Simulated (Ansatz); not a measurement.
Start from `[F][GeH]([F])[F]` and change one atom or group to get `[F][Ge]([F])([F])[Cl]`.

Ansatz, PBE0-D4/def2-TZVP geometries, multiplicity 1. 

Scalar relativity is left out up to krypton.

| property | `[F][GeH]([F])[F]` |
| --- | --- |
| HOMO–LUMO gap (B3LYP/def2-TZVPP) / eV | 10.23 |
| size of the dipole moment (B3LYP/def2-TZVPP) / D | 2.45 |
| zero-point energy (PBE0-D4/def2-TZVP) / kJ/mol | 40.0 |
| LUMO energy (B3LYP/def2-TZVPP) / eV | -0.89 |
| HOMO–LUMO gap (PBE/def2-TZVPP) / eV | 8.00 |
| HOMO–LUMO gap (ωB97M-V/def2-TZVPP) / eV | 15.31 |

Problem. What does the change do to each property? (Estimate.)

Solution. Ansatz gave: 
```csv
property,`[F][Ge]([F])([F])[Cl]`,shift
HOMO–LUMO gap (B3LYP/def2-TZVPP) / eV,8.20,-2.03
size of the dipole moment (B3LYP/def2-TZVPP) / D,1.26,-1.19
zero-point energy (PBE0-D4/def2-TZVP) / kJ/mol,23.2,-16.8
LUMO energy (B3LYP/def2-TZVPP) / eV,-2.16,-1.27
HOMO–LUMO gap (PBE/def2-TZVPP) / eV,6.23,-1.77
HOMO–LUMO gap (ωB97M-V/def2-TZVPP) / eV,13.39,-1.92
```

With PBE0 the HOMO rises by 0.69 eV and the LUMO falls by 1.31 eV, so the gap narrows by about 2.00 eV. PBE moves the HOMO by 0.49 eV and ωB97M-V by 0.72 eV. Dipoles are sizes alone; their direction can turn.

B3LYP here is the variant with VWN-RPA as its local correlation; programs differ in this.
